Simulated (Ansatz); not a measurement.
System: CN (charge 0, doublet). SMILES: [C-]#[N+]
Structure (B3LYP-D3(BJ)/def2-TZVP (Ansatz, an electronic-structure program) minimum search):
```
C
N 1 1.1622
```
Charge 0, spin multiplicity 2.

Quantity: atomisation energy, in kcal/mol. Conventions: non-relativistic; no spin-orbit coupling; 6-31G* and kin with 6d, 5d where marked; 6-311+G** with 5d; LANL2DZ all-electron up to Ne; frozen cores in correlated levels; UHF or UKS for open shells; atomisation electronic, to ground-state atoms. First-principles rows: single points at B3LYP-D3(BJ) geometries (Ansatz). A UHF reference is markedly spin-contaminated in at least one set, which strains HF and MP2.

```
level                           program  atomisation energy (kcal/mol)
-----------------------  --------------  -----------------------------
HF/STO-3G                        Ansatz                           64.1
HF/3-21G                         Ansatz                           61.4
PBE/STO-3G                       Ansatz                          189.6
PBE/3-21G                        Ansatz                          181.9
PBE/LANL2DZ                      Ansatz                          169.6
PBE/6-31G*                       Ansatz                          194.8
PBE/6-311+G**                    Ansatz                          194.4
B3LYP/3-21G                      Ansatz                          160.7
B3LYP/6-31G*                     Ansatz                          176.1
B3LYP/6-31+G*                    Ansatz                          174.3
MP2/3-21G                        Ansatz                          126.1
MP2/LANL2DZ                      Ansatz                          116.4
MP2/6-31G*                       Ansatz                          151.8
MP2/6-311+G**                    Ansatz                          152.9
B3LYP-D3(BJ)/def2-TZVPD  Ansatz + dftd3                          179.9
PBE0/def2-TZVPD                  Ansatz                          178.6
```

No value to compare with is used here. The 14 habitual levels span 61.4 (HF/3-21G) to 194.8 kcal/mol (PBE/6-31G*); B3LYP-D3(BJ)/def2-TZVPD gives 179.9.

The levels are drawn from those run, B3LYP/6-31G* more often than the rest, none by its result; runs whose electronic state is in doubt are left out.
